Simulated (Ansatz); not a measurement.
The cluster Li₆H₆⁺, relaxed as a doublet with UKS r2SCAN-D4/def2-TZVP in Ansatz, starting from the GFN2-xTB geometry. Force threshold 0.02 eV/Å.

The structure comes from a short search, and lower isomers may exist.

Start:

```csv
atom,x (Å),y (Å),z (Å)
Li1,-2.056,-2.140,-2.274
Li2,-0.008,-0.947,-0.741
Li3,2.925,-0.352,0.584
Li4,-0.175,1.296,0.832
Li5,-2.711,0.048,-0.483
Li6,2.016,2.236,2.209
H7,-0.499,-2.029,-1.806
H8,-3.003,-1.079,-1.534
H9,-1.247,0.434,0.081
H10,0.459,2.309,1.814
H11,2.797,0.951,1.490
H12,1.504,-0.727,-0.173
```

Q: Estimate the energy that the relaxation releases and the steps that it takes.

A: 96.9 kJ/mol, in 10 steps; 19 s on 4 threads of Arm Neoverse V2 on a shared host. No frequencies were taken in this run, so the end may be a saddle point.

Q: Does the start keep its bonding and symmetry?

A: Bonds formed: Li2–H9, Li4–H12 (atoms count from 1). Metal–metal contacts that move far: Li3–Li4 3.52 to 2.71 Å, Li1–Li5 2.90 to 3.57 Å. The end is the same structure that another start reached, the lowest one found.

Q: Predict the relaxed structure.

A: 
Cartesian coordinates in Å:
```
Li -2.048 -2.413 -2.410
Li -0.497 -0.949 -0.876
Li 2.767 -0.421 0.362
Li 0.493 0.952 0.878
Li -2.776 0.400 -0.342
Li 2.059 2.425 2.391
H -0.374 -2.369 -1.957
H -2.408 -0.996 -1.381
H -1.100 0.501 0.152
H 0.386 2.391 1.935
H 2.406 0.987 1.387
H 1.092 -0.507 -0.139
```
Bond lengths (bridged metal pairs left out): 14 × H–Li 1.73 to 1.88 Å.
